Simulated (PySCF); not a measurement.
State search for NiI

Unrestricted PBE0; basis Ni def2-TZVPP, I def2-TZVPP with ECP28; scalar-relativistic core potentials; PySCF 2.14. Outer shells of the fragments: Ni 3d8 4s2; I 4d10 5s2 5p5.

Followed along the bond (rough minima from three points):

| 2Ms+1 | unpaired | ⟨S²⟩ at the start | R at minimum (Å) | Te (eV) |
| --- | --- | --- | --- | --- |
| 2 | δ ↑ | 0.76 | 2.38 | 0.00 |
| 2 | π ↑ | 0.76 | 2.40 | 0.07 |
| 2 | σ ↑ | 0.75 | 2.43 | 0.09 |
| 4 | σ ↑, π ↑, δ ↑ | 3.76 | none in the scan | ≤ 1.30 |
| 4 | σ ↑↑, δ ↑ | 3.76 | none in the scan | ≤ 1.30 |
| 4 | σ ↑, π ↑↑ | 3.76 | none in the scan | ≤ 1.48 |

Solutions found at the starting distance of 2.365 Å, counted from the lowest of them; the search is not exhaustive and high or unbound solutions are not listed, so other states can lie among these:

```json
{"2Ms+1": "2", "unpaired": "δ ↑", "term": "²Δ", "E (eV)": "0.00", "⟨S²⟩": "0.76", "⟨Lz²⟩": "4.01", "μ (D)": "-4.58"}
{"2Ms+1": "2", "unpaired": "π ↑", "term": "²Π", "E (eV)": "0.07", "⟨S²⟩": "0.76", "⟨Lz²⟩": "1.02", "μ (D)": "-4.63"}
{"2Ms+1": "2", "unpaired": "σ ↑", "term": "²Σ⁺", "E (eV)": "0.10", "⟨S²⟩": "0.75", "⟨Lz²⟩": "0.00", "μ (D)": "-4.92"}
{"2Ms+1": "4", "unpaired": "σ ↑, π ↑, δ ↑", "term": "mixed", "E (eV)": "1.35", "⟨S²⟩": "3.76", "⟨Lz²⟩": "3.46", "μ (D)": "-1.09"}
{"2Ms+1": "4", "unpaired": "σ ↑↑, δ ↑", "term": "⁴Δ", "E (eV)": "1.41", "⟨S²⟩": "3.76", "⟨Lz²⟩": "4.00", "μ (D)": "-1.91"}
{"2Ms+1": "4", "unpaired": "σ ↑, π ↑↑", "term": "⁴Σ⁻", "E (eV)": "1.49", "⟨S²⟩": "3.76", "⟨Lz²⟩": "0.00", "μ (D)": "-0.51"}
{"2Ms+1": "2", "unpaired": "σ ↓, π ↑, δ ↑", "term": "mixed", "E (eV)": "1.66", "⟨S²⟩": "1.75", "⟨Lz²⟩": "3.63", "μ (D)": "-0.89"}
{"2Ms+1": "2", "unpaired": "σ ↑, π ↓, δ ↑", "term": "mixed", "E (eV)": "2.11", "⟨S²⟩": "1.76", "⟨Lz²⟩": "3.22", "μ (D)": "-0.35"}
{"2Ms+1": "4", "unpaired": "σ ↑↑, π ↑", "term": "mixed", "E (eV)": "2.25", "⟨S²⟩": "3.76", "⟨Lz²⟩": "2.40", "μ (D)": "-0.09"}
{"2Ms+1": "2", "unpaired": "σ ↓, δ ↑↑", "term": "mixed", "E (eV)": "3.50", "⟨S²⟩": "1.76", "⟨Lz²⟩": "0.00", "μ (D)": "-1.69"}
{"2Ms+1": "4", "unpaired": "σ ↑, π ↑↑", "term": "mixed", "E (eV)": "3.58", "⟨S²⟩": "3.76", "⟨Lz²⟩": "2.02", "μ (D)": "3.34"}
{"2Ms+1": "4", "unpaired": "π ↑↑, δ ↑", "term": "mixed", "E (eV)": "4.77", "⟨S²⟩": "3.77", "⟨Lz²⟩": "4.59", "μ (D)": "-1.82"}
{"2Ms+1": "4", "unpaired": "π ↑↑, δ ↑", "term": "mixed", "E (eV)": "4.88", "⟨S²⟩": "3.78", "⟨Lz²⟩": "5.15", "μ (D)": "-1.85"}
{"2Ms+1": "4", "unpaired": "π ↑↑, δ ↑", "term": "mixed", "E (eV)": "5.23", "⟨S²⟩": "3.76", "⟨Lz²⟩": "4.53", "μ (D)": "4.17"}
```

A term symbol is given only where ⟨S²⟩ and ⟨Lz²⟩ are close to those of a pure state; real π, δ and φ orbitals otherwise mix terms. A positive dipole means Ni(−)I(+).

Spin–orbit coupling is left out. The state is the lowest single determinant that the PBE0 search found; with open d or f shells the true ground state can be another one.
